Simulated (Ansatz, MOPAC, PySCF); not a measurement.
Dimer: HCl (SMILES Cl) (first 2 atoms) with C2H6O (SMILES COC); geometry from B3LYP-D3(BJ)/def2-TZVP, rigid monomers moved along the line of their centres of mass till Cl1···O4 is 4.32 Å.
(charge 0, multiplicity 1):
| atom | x (Å) | y (Å) | z (Å) |
|---|---|---|---|
| Cl | -0.4248 | 0.4882 | 0.3549 |
| H | -1.1121 | 0.8349 | -0.6718 |
| C | 0.0995 | -1.4537 | 4.6567 |
| O | 1.0487 | -0.4721 | 4.3028 |
| C | 0.8038 | 0.7665 | 4.9317 |
| H | -0.9147 | -1.1511 | 4.3666 |
| H | 0.1115 | -1.6489 | 5.7371 |
| H | 0.3623 | -2.3671 | 4.1257 |
| H | -0.1791 | 1.1679 | 4.6538 |
| H | 1.5759 | 1.4586 | 4.5996 |
| H | 0.8484 | 0.6745 | 6.0249 |

Monomers are frozen at their geometry in the pair; levels with a basis set take the counterpoise correction. Rows marked so take none.

Rows in 3-21G, 6-311+G**, 6-31G* carry no dispersion term and start afresh at each structure (6-31G* with six Cartesian d functions). MP2/6-31G* freezes PySCF's default core. The state reached by PM7 isn't checked; PM7 holds dispersion and hydrogen-bond terms.

Run with Ansatz (Gaussian basis) for Hartree–Fock, density functionals and correlated methods; MOPAC for PM7 (differences of heats of formation); PySCF for 3-21G rows, 6-311+G** rows, 6-31G* rows, the dispersion terms. Each number belongs to the level named beside it.

```json
[
 {"level": "PM7", "interaction energy (kJ/mol)": "-1.8"},
 {"level": "HF/6-31G* (no counterpoise)", "interaction energy (kJ/mol)": "-0.1"},
 {"level": "PBE-D4/def2-TZVPPD", "interaction energy (kJ/mol)": "-2.4"},
 {"level": "B3LYP/3-21G (no counterpoise)", "interaction energy (kJ/mol)": "?"},
 {"level": "B3LYP/6-311+G** (no counterpoise)", "interaction energy (kJ/mol)": "-0.3"},
 {"level": "PBE0/def2-TZVPPD", "interaction energy (kJ/mol)": "-0.8"},
 {"level": "PBE0-D3(BJ)/def2-TZVPPD", "interaction energy (kJ/mol)": "-2.2"},
 {"level": "wB97X-V/def2-TZVPPD", "interaction energy (kJ/mol)": "-1.9"},
 {"level": "MP2/6-31G* (no counterpoise)", "interaction energy (kJ/mol)": "-0.9"}
]
```

What belongs in the gaps?


- B3LYP/3-21G (no counterpoise), interaction energy (kJ/mol): 0.7

Ansatz is an electronic-structure program.
